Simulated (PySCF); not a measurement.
C6H3Cl, SMILES C#C/C=C(\C#C)Cl.

Geometry optimised at PBE0-D3(BJ)/def2-SVP. The structure was generated by enumeration; whether it is a known compound was not checked.

Two levels are set side by side: PBE/def2-TZVP (PySCF) and r2SCAN/def2-TZVP (PySCF). Same geometry, gas phase. Differences are taken from unrounded values.

```json
[
 {"quantity": "orbital gap (eV)", "r2SCAN": "3.35"},
 {"quantity": "highest occupied level (eV)", "r2SCAN": "-6.09"},
 {"quantity": "lowest empty level (eV)", "r2SCAN": "-2.74"},
 {"quantity": "dipole moment (D)", "r2SCAN": "1.28"},
 {"quantity": "mean polarisability (bohr³)", "r2SCAN": "87.7"}
]
```

What does PBE give, and how far is it from r2SCAN? (An estimate is asked for; the answer gives what the named calculation found.)


```tsv
quantity	PBE	PBE minus r2SCAN
orbital gap (eV)	3.09	-0.26
highest occupied level (eV)	-5.92	0.17
lowest empty level (eV)	-2.83	-0.09
dipole moment (D)	1.17	-0.11
mean polarisability (bohr³)	88.9	1.2
```

Rough cost on one machine, each run with all the roots and properties that it gave: r2SCAN against PBE about 4 times.
